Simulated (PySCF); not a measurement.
**Radial density of Cs (caesium, neutral)**

UHF, [Xe] 5d1, 2D determinant (an excited configuration). Computed with PySCF 2.14 in aug-cc-pVTZ-X2C (9s8p6d3f, 84 functions), with the spin-free X2C one-electron Hamiltonian (Gaussian nucleus).

```tsv
r (bohr)	4πr²ρ (e/bohr)	4πr²(ρα − ρβ)
0.0269	65.89	-0.0002
0.0452	67.40	-0.0006
0.0761	93.14	-0.0001
0.128	71.37	0.0020
0.215	78.70	0.0004
0.362	41.54	0.0002
0.609	31.00	0.0034
1.02	14.60	-0.0021
1.72	5.984	0.0105
2.90	1.627	0.0753
4.88	0.1516	0.1097
8.20	0.09985	0.0998
13.8	0.02500	0.0250
23.2	0.0002405	0.0002
```

Densities and radii are taken from the X2C orbitals without a picture-change correction, which distorts them close to the nucleus.

Spin-orbit coupling, absent here, splits the open shell strongly.

Problem. Where is the radial spin density 4πr²(ρα − ρβ) most negative, and why is it negative at all?

Solution. Around r = 1.02 bohr, down to -0.0021 e/bohr: exchange with the open shell polarises the paired shells in an unrestricted calculation.
